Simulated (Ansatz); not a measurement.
Computed with Ansatz on PBE0-D4/def2-TZVP structures; ΔE is electronic, products minus reactants. CBS: MP2 limit from def2 TZ/QZ plus the TZ coupled-cluster correction, frozen cores. DFT in def2-TZVPP. B3LYP here is the variant with VWN-RPA as its local correlation; programs differ in this. One conformer a species, not always the lowest.

`B/C=C1\O[SiH2]1` + `CC(N)=O` → `BNC(C)=O` + `C=C1O[SiH2]1`  (ligand exchange at a B–C bond)

| level | ΔE (kJ/mol) | difference from CCSD(T)/CBS |
| --- | --- | --- |
| PBE-D4 | -64.5 | 14.1 |
| r2SCAN-D4 | -67.3 | 11.3 |
| PBE0-D4 | -67.9 | 10.7 |
| B3LYP-D4 | -71.5 | 7.1 |
| ωB97X-V | -74.3 | 4.3 |
| ωB97M-V | -75.0 | 3.6 |
| B2PLYP | -73.4 | 5.2 |
| PBE | -64.6 | 14.0 |
| r2SCAN | -67.3 | 11.3 |
| PBE0 | -68.0 | 10.6 |
| B3LYP | -71.6 | 7.0 |
| HF/def2-TZVPP | -78.9 | -0.3 |
| MP2/def2-TZVPP | -75.2 | 3.4 |
| SCS-MP2/def2-TZVPP | -78.5 | 0.1 |
| CCSD/def2-TZVPP | -81.2 | -2.6 |
| CCSD(T)/def2-TZVPP | -79.8 | -1.2 |
| HF/def2-QZVPP | -79.5 | -0.9 |
| MP2/def2-QZVPP | -74.7 | 3.9 |
| SCS-MP2/def2-QZVPP | -78.0 | 0.6 |
| HF/CBS(def2) | -79.5 | -0.9 |
| MP2/CBS(def2) | -74.0 | 4.6 |
| CCSD/CBS(def2) | -80.0 | -1.4 |
| CCSD(T)/CBS | -78.6 | 0 |

Largest T1 diagnostic among the species: 0.016.

From PBE to PBE0 (25 % exact exchange), in def2-TZVPP and without D4, ΔE moves by −3.4 kJ/mol.
